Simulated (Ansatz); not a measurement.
One change: `B[NH][AlH][SeH]` becomes `B[NH][AlH2]`.

Ansatz, PBE0-D4/def2-TZVP geometries, multiplicity 1. Each molecule was computed in one conformer, which needn't be the lowest.

Scalar relativity is left out up to krypton. Spin–orbit coupling is left out; it splits and shifts lone-pair levels of the heavy atoms by tenths of an eV.

| property | `B[NH][AlH][SeH]` |
| --- | --- |
| LUMO energy (B3LYP/def2-TZVPP) / eV | -1.20 |
| size of the dipole moment (ωB97M-V/def2-TZVPP) / D | 1.20 |
| zero-point energy (PBE0-D4/def2-TZVP) / kJ/mol | 140.5 |
| HOMO energy (B3LYP/def2-TZVPP) / eV | -7.21 |
| LUMO energy (PBE0/def2-TZVPP) / eV | -1.02 |
| LUMO energy (PBE/def2-TZVPP) / eV | -1.83 |

Question: What does the change do to each property? (Best estimate.)

Answer: Computed: 
```csv
property,`B[NH][AlH2]`,shift
LUMO energy (B3LYP/def2-TZVPP) / eV,-1.52,-0.32
size of the dipole moment (ωB97M-V/def2-TZVPP) / D,1.41,0.21
zero-point energy (PBE0-D4/def2-TZVP) / kJ/mol,135.1,-5.4
HOMO energy (B3LYP/def2-TZVPP) / eV,-8.29,-1.08
LUMO energy (PBE0/def2-TZVPP) / eV,-1.30,-0.28
LUMO energy (PBE/def2-TZVPP) / eV,-2.12,-0.29
```

With PBE0 the HOMO falls by 1.00 eV and the LUMO falls by 0.28 eV, so the gap widens by about 0.72 eV. PBE moves the HOMO by -0.75 eV and ωB97M-V by -1.14 eV. The zero-point energy changes by -5.4 kJ/mol with -3 modes. Dipoles are sizes alone; their direction can turn.

Positive LUMOs are unbound, so they and the gaps depend on the basis.

B3LYP here is the variant with VWN-RPA as its local correlation; programs differ in this.
